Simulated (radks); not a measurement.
All-electron atom: the platinum ion Pt+ in [Xe] 4f13 5d9 6s1 (not the ground configuration). Calculated with a radial shooting solver on a logarithmic mesh with Libxc functionals: scalar-relativistic Kohn-Sham, BLYP, spin-polarised, spherical densities, finite nucleus; open shells are filled with parallel spins first (spin-orbit coupling, left out, can overturn this in heavy ions); Fermi nuclear charge, rms radius 5.427 fm.

Radial electron density D(r) = 4 pi r^2 rho(r):

```
   r/bohr * D(r) (the largest magnitude, 146, reaches the edge; | marks zero)
 0.003371 |                  *
 0.003924 |                     *
 0.004568 |                         *
 0.005318 |                            *
 0.006192 |                                *
  0.00715 |                                   *
 0.008324 |                                     *
 0.009691 |                                       *
  0.01128 |                                        *
  0.01313 |                                       *
  0.01529 |                                      *
   0.0178 |                                    *
  0.02056 |                                   *
  0.02393 |                                   *
  0.02786 |                                     *
  0.03243 |                                         *
  0.03776 |                                               *
  0.04396 |                                                    *
  0.05076 |                                                      *
   0.0591 |                                                     *
   0.0688 |                                                 *
  0.08009 |                                            *
  0.09324 |                                          *
   0.1085 |                                           *
   0.1254 |                                               *
   0.1459 |                                                  *
   0.1699 |                                               *
   0.1978 |                                       *
   0.2303 |                              *
   0.2681 |                          *
   0.3096 |                            *
   0.3604 |                               *
   0.4195 |                               *
   0.4884 |                         *
   0.5686 |                 *
   0.6619 |            *
   0.7706 |         *
     0.89 |       *
    1.036 |      *
    1.206 |     *
    1.404 |   *
    1.635 |  *
    1.903 | *
    2.198 |*
    2.559 |*
    2.979 *
    3.467 *
    4.037 *
    4.699 *
    5.427 *
    6.318 *
    7.355 *
```

D(r) has 4 maxima, at r = 0.0115, 0.0528, 0.147, 0.381 bohr, and minima at 0.0221, 0.0947, 0.270 bohr, inside which lie 1.88, 11.03, 29.87 electrons.
